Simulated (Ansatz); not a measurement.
Stepwise reaction of `[NH2][Zr]([NH2])([NH2])[Cl]` with hydrogen chloride, as a gas-phase model of exchange steps in deposition or etching. ΔE in kJ/mol; ΔG adds harmonic PBE0-D4 terms to CCSD(T)/CBS, at 1 bar.

Gas-phase electronic energies from Ansatz, PBE0-D4/def2-TZVP geometries. CCSD(T)/CBS is the MP2 limit (def2-TZVPP, def2-QZVPP) plus CCSD(T) − MP2 in def2-TZVPP, frozen cores. This one scheme is used for every species. Functionals use def2-TZVPP. B3LYP here is the variant with VWN-RPA as its local correlation; programs differ in this. def2 core potentials past Kr. For Zr outer-core shells are correlated without core-valence functions, which leaves a few kJ/mol of doubt a bond. One conformer a species, not always the lowest.

```tsv
step	reaction	PBE-D4	B3LYP-D4	ωB97M-V	CCSD(T)/CBS	ΔG(400 K)
1	`[NH2][Zr]([NH2])([NH2])[Cl]` + HCl → `[NH2][Zr]([NH2])([Cl])[Cl]` + NH₃	-103.0	-104.2	-104.0	-103.8	-99.4
2	`[NH2][Zr]([NH2])([Cl])[Cl]` + HCl → `[NH2][Zr]([Cl])([Cl])[Cl]` + NH₃	-93.0	-93.8	-93.3	-94.2	-90.4
```

Give the row of step 3, `[NH2][Zr]([Cl])([Cl])[Cl]` + HCl → `[Cl][Zr]([Cl])([Cl])[Cl]` + NH₃. (Estimate.)

The calculation gave: 
```
step                                                              reaction  PBE-D4  B3LYP-D4  ωB97M-V  CCSD(T)/CBS  ΔG(400 K)
   3  `[NH2][Zr]([Cl])([Cl])[Cl]` + HCl → `[Cl][Zr]([Cl])([Cl])[Cl]` + NH₃   -87.0     -86.4    -85.1        -87.4      -61.6
```

By hand: ΔE of the 3 steps together at CCSD(T)/CBS.

(-103.8) + (-94.2) + (-87.4) = -285.4 kJ/mol, or -95.1 kJ/mol a step.

In ΔE each step is higher than the one before. All are downhill at CCSD(T)/CBS. ΔG lies between -99.4 and -61.6 kJ/mol a step. PBE-D4 differs from CCSD(T)/CBS by 0.4 to 1.2 kJ/mol a step. Only this route is followed, and other bonds may react first. Isolated molecules leave out the surface, adducts and barriers. Largest T1 diagnostic: 0.016.
